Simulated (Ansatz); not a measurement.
**Question.** Name a neutral molecule of Al, C, N, Si and H with HOMO energy (PBE0/def2-TZVPP) between -6.50 and -6.20 eV and size of the dipole moment (ωB97M-V/def2-TZVPP) between 2.10 and 2.40 D (Ansatz, PBE0-D4/def2-TZVP geometry).

**Answer.** `C[N]1[SiH2][Al]1[CH3]` (-6.28 eV, 2.20 D); `[CH]1=N[SiH2][AlH]1` (-6.26 eV, 2.18 D). Other molecules can fit too; these were computed, each in one conformer that needn't be the lowest.
